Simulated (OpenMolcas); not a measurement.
## Co VII: effect of the basis set

```yaml
Program: OpenMolcas 26.06
Method: CASSCF
Active_space: 3 electrons in 5 orbitals (3d)
State_averaging: 2S+1 = 4 even, 10 roots; 2S+1 = 2 even, 40 roots
Spin-orbit_coupling: RASSI with atomic mean-field integrals over the reference wave functions, term energies averaged over their components
```

A. ANO-RCC-MB [4s3p1d], DKH2, point nucleus; cost of the order of 6 core-seconds
B. ANO-R1 [5s3p2d1f], X2C, finite nucleus; cost roughly 15 core-seconds
C. ANO-RCC-VDZP [5s4p2d1f], DKH2, point nucleus; cost about 12 core-seconds
D. ANO-L-VTZP [6s5p3d2f1g], non-relativistic, point nucleus; cost of the order of 8 core-seconds
E. ANO-RCC-VQZP [7s6p4d3f2g1h], DKH2, point nucleus; cost of the order of 12 core-seconds
F. ANO-R3 [8s5p5d3f2g1h], X2C, finite nucleus; cost of the order of 8 core-seconds

Energies in cm⁻¹ above 3d³ ⁴F_3/2, the measured ground level; measured values from Sugar and Corliss, J. Phys. Chem. Ref. Data 10, 1097 (1981).

```json
{"Level": "3d³ ⁴F_3/2", "A": "0.0", "B": "0.0", "C": "0.0", "D": "0.0", "E": "0.0", "F": "0.0", "Measured": "0.0"}
{"Level": "3d³ ⁴F_5/2", "A": "439", "B": "704", "C": "707", "D": "762", "E": "721", "F": "708", "Measured": "698"}
{"Level": "3d³ ⁴F_7/2", "A": "1030", "B": "1648", "C": "1655", "D": "1783", "E": "1689", "F": "1659", "Measured": "1610"}
{"Level": "3d³ ⁴F_9/2", "A": "1754", "B": "2798", "C": "2810", "D": "3023", "E": "2868", "F": "2819", "Measured": "2723"}
{"Level": "3d³ ⁴P_1/2", "A": "17893", "B": "25276", "C": "25083", "D": "25874", "E": "25623", "F": "25705", "Measured": "21096"}
{"Level": "3d³ ²G_7/2", "A": "17958", "B": "26084", "C": "25865", "D": "26708", "E": "26469", "F": "26582", "Measured": ""}
{"Level": "3d³ ⁴P_3/2", "A": "18039", "B": "25501", "C": "25307", "D": "26107", "E": "25853", "F": "25935", "Measured": "21304"}
{"Level": "3d³ ²G_9/2", "A": "18545", "B": "26992", "C": "26775", "D": "27672", "E": "27391", "F": "27495", "Measured": ""}
{"Level": "3d³ ⁴P_5/2", "A": "18599", "B": "26402", "C": "26215", "D": "27094", "E": "26778", "F": "26839", "Measured": "22187"}
{"Level": "3d³ ²P_1/2", "A": "23844", "B": "34348", "C": "34064", "D": "35136", "E": "34819", "F": "34951", "Measured": ""}
{"Level": "3d³ ²P_3/2 [70 %]", "A": "23884", "B": "34381", "C": "34090", "D": "35138", "E": "34851", "F": "34992", "Measured": ""}
{"Level": "3d³ ²H_9/2", "A": "23936", "B": "34517", "C": "34236", "D": "35325", "E": "34992", "F": "35121", "Measured": ""}
{"Level": "3d³ ²H_11/2", "A": "24361", "B": "35161", "C": "34879", "D": "36002", "E": "35646", "F": "35770", "Measured": ""}
{"Level": "3d³ ²D_3/2(1) [73 %]", "A": "26221", "B": "37995", "C": "37692", "D": "38922", "E": "38518", "F": "38646", "Measured": ""}
{"Level": "3d³ ²D_5/2(1)", "A": "26417", "B": "38245", "C": "37933", "D": "39146", "E": "38767", "F": "38905", "Measured": ""}
{"Level": "3d³ ²F_7/2", "A": "41332", "B": "58852", "C": "58367", "D": "60085", "E": "59574", "F": "59776", "Measured": ""}
{"Level": "3d³ ²F_5/2", "A": "41590", "B": "59256", "C": "58771", "D": "60514", "E": "59984", "F": "60182", "Measured": ""}
{"Level": "3d³ ²D_5/2(2)", "A": "64354", "B": "91799", "C": "91015", "D": "93606", "E": "92876", "F": "93203", "Measured": ""}
{"Level": "3d³ ²D_3/2(2)", "A": "64673", "B": "92279", "C": "91498", "D": "94119", "E": "93364", "F": "93685", "Measured": ""}
```

Deviations, from unrounded energies. A percentage is the sum of absolute deviations over the sum of measured energies, with the sign that they share, or ± where signs differ.

```json
{"Against measurement": "mean absolute deviation (cm-1)", "Levels": "6", "A": "2000", "B": "2100", "C": "2000", "D": "2500", "E": "2300", "F": "2300"}
{"Against measurement": "fine structure of the ground term (%)", "Levels": "3", "A": "-35.9", "B": "+2.4", "C": "+2.8", "D": "+10.7", "E": "+4.9", "F": "+3.1"}
{"Against measurement": "other terms of the ground configuration (%)", "Levels": "3", "A": "-15.6", "B": "+19.5", "C": "+18.6", "D": "+22.4", "E": "+21.2", "F": "+21.5"}
```

A, C lie about equally close to measurement and D furthest from it. The largest miss of A in the table is 3d³ ⁴P_5/2, by -3600 cm-1. The ranking rests on the paired levels alone, and a cruder setting can come out closer through cancelling errors.

Among A to F the level of the table that moves most is 3d³ ²D_3/2(2), by 29000 cm-1 (lowest in A, highest in D).

Without dynamic correlation excited terms often stand tens of per cent too high (terms of higher spin than the ground term too low), and those without a measured partner can miss by more than the paired ones. The basis is small and was not contracted for so high a charge (holds for A; B; C). Computed and measured levels are paired by configuration, term and J; levels that our copy of the source lacks, or whose pairing is in doubt (as where it misses far off the trend of its configuration), stay unpaired and out of the deviations. Only configurations of the active space appear.

A share in square brackets marks a mixed level and gives the weight of the term that names it, the lowest over the columns. A number in round brackets counts repeated terms of one configuration in the order of the reference energies.
